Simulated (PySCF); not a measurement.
Ni (nickel, neutral) across methods

[Ar] 3d8 4s2, high-spin 3F determinant. Calculation: PySCF 2.14, in x2c-QZVPPall with one added diffuse shell each of s, p, d, f, g type (12s8p7d5f3g, 133 functions); the spin-free X2C one-electron Hamiltonian (Gaussian nucleus).

```csv
method,E (hartree),mean ε 3d β (eV),mean ε 4s α (eV),mean ε 4s β (eV),Σ⟨r²⟩ (bohr²),⟨S²⟩
PBEsol,-1519.040,-8.096,-5.826,-5.444,35.53,2.003
PBE0,-1520.365,-10.543,-6.499,-6.119,35.74,2.003
PBE,-1520.365,-8.163,-5.803,-5.428,35.70,2.003
PW91,-1520.751,-8.263,-5.868,-5.483,35.63,2.003
UHF,-1519.13712,-17.209,-7.888,-7.416,37.28,2.006
LDA,-1517.836,-8.238,-6.019,-5.657,35.34,2.003
B3LYP,-1520.658,-10.166,-6.437,-6.115,35.69,2.003
```

**Question.** Estimate the same row for r2SCAN.

**Answer.** E (hartree) = -1520.580; mean ε 3d β (eV) = -8.581; mean ε 4s α (eV) = -6.017; mean ε 4s β (eV) = -5.626; Σ⟨r²⟩ (bohr²) = 35.46; ⟨S²⟩ = 2.004.
